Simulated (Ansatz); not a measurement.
Consider the silylene formation by 1,1-elimination: `CC([SiH3])[SiH2]F` → `CC(F)[SiH3]` + `[SiH2]`.

Program: Ansatz. Geometries: PBE0-D4/def2-TZVP. ΔE: electronic, gas phase. CCSD(T)/CBS adds triple-zeta CCSD(T) − MP2 to the extrapolated MP2 energy (def2 sets, frozen cores). This one scheme is used for every species. Functionals use def2-TZVPP. Each species was taken in one conformer, which may not be the lowest.

```csv
level,ΔE (eV),difference from CCSD(T)/CBS
ωB97M-V,4.73,-0.12
PBE,4.55,-0.30
r2SCAN,4.93,0.08
PBE0,4.73,-0.12
HF/def2-TZVPP,4.54,-0.31
SCS-MP2/def2-TZVPP,4.89,0.04
CCSD/def2-TZVPP,4.70,-0.15
HF/def2-QZVPP,4.57,-0.28
SCS-MP2/def2-QZVPP,4.96,0.11
CCSD/CBS(def2),4.80,-0.05
CCSD(T)/CBS,4.85,0
```

Largest T1 diagnostic among the species: 0.014.

In def2-TZVPP, CCSD(T) changes the Hartree–Fock value by +0.20 eV (the triples alone add +0.04 eV) and MP2 by +0.55 eV. From PBE to PBE0 (25 % exact exchange), in def2-TZVPP and without D4, ΔE moves by +0.18 eV. The D4 term adds +0.19 eV with B3LYP and +0.10 eV with PBE0; it sums over pairs of atoms, weighted by their polarisabilities, and B3LYP, whose exchange is more repulsive, gets the larger term.

B3LYP here is the variant with VWN-RPA as its local correlation; programs differ in this.
